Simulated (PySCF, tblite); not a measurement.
C₄H₆F₅P.
SMILES: `CP(C)C(F)(F)C(F)(F)F`

Jobs on this species (16 atoms, 90 electrons) with PySCF (density fitting) and tblite. Hardware of each: one thread of an Arm Neoverse V1, shared host. The host was shared with other jobs, so the times are rough.

| level and settings | work | basis functions | SCF cycles | wall time |
| --- | --- | --- | --- | --- |
| PBE0/pcSseg-1, IEF-PCM chloroform | shieldings, charges and field gradients | 207 | ? | ? |
| B3LYP/def2-SVPD, IEF-PCM chloroform | 6 singlets by full TDDFT, polarisability | 267 | ? | ? |
| GFN2-xTB | Hessian by finite differences | – | – | 0.63 s |
| PBE0-D3(BJ)/def2-SVP, grid level 1 | geometry optimisation from a GFN2-xTB start shaken at random | 174 | ? | ? |
| PBE0/pcSseg-1 | shieldings, charges and field gradients | 207 | 14 | 41 s |
| B3LYP/def2-SVPD | 10 singlets by full TDDFT, 4 Tamm–Dancoff triplets, polarisability, ΔSCF ions | 267 | 14 | 2.5 min |
| KT3/pcSseg-1 | shieldings | 207 | 15 | 49 s |

Q: Fill in the missing figures.

A: 
- PBE0/pcSseg-1, IEF-PCM chloroform; shieldings, charges and field gradients: 38 s, 13 SCF cycles
- B3LYP/def2-SVPD, IEF-PCM chloroform; 6 singlets by full TDDFT, polarisability: 75 s, 13 SCF cycles
- PBE0-D3(BJ)/def2-SVP, grid level 1; geometry optimisation from a GFN2-xTB start shaken at random: 2.2 min, 53 SCF cycles

Q: What do all jobs in the table cost together?

A: About 8.1 min; the longest takes about 31 % of that, and about 240 times as long as the shortest.
